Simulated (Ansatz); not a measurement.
A run for Ansatz (a program for electronic structure): U-r2SCAN/cc-pV(T+d)Z on SiS, a point of a bond scan (R = 1.550 Å). Files ending in .json are basis or fitting sets from the Basis Set Exchange.

Ansatz 0.2 input:
```yaml
crystal:
  periodic: [false, false, false]
  atoms:
    - {symbol: Si, position_ang: [-0.00000000, -0.00000000, -1.03360590]}
    - {symbol: S, position_ang: [0.00000000, 0.00000000, 0.51680295]}
basis:
  gaussian:
    orbitals: cc-pV_T+d_Z.json
hamiltonian:
  xc: {name: r2SCAN}
magnetization: {spin_polarized: true, initial_magnetization: 0}
```

Output:

```
WARN ansatz: RAYON_NUM_THREADS=1 ignored (pool sized by the plan → 1); use --threads N
Functional definition: r2SCAN
integrals: 0.02 GiB planned
594 factors; their error is unknown
mean field: 0.22 GiB planned
mean field evaluation 1: about -18705.3024 eV, gradient 2.5e1 eV
mean field evaluation 2: about -18704.5187 eV, gradient 2.8e1 eV
mean field evaluation 4: about -18708.0168 eV, gradient 2.1e0 eV
mean field evaluation 8: about -18708.0304 eV, gradient 1.4e-2 eV
mean field -18708.03042783 eV, -687.5074374644 hartree, gradient 2.8e-5 eV, S^2 0.000000; 0 other end points of the search recorded, 0 dependent functions left out
reference -18708.03043592 eV, -687.5074377615 hartree; 15, 15 occupied and 63, 63 virtual orbitals, 594 factors
Total energy: -18708.03043592 eV, -687.5074377615 hartree
```

Self-consistency was reached.

Cost: about 1.4 core-seconds (a rough figure).
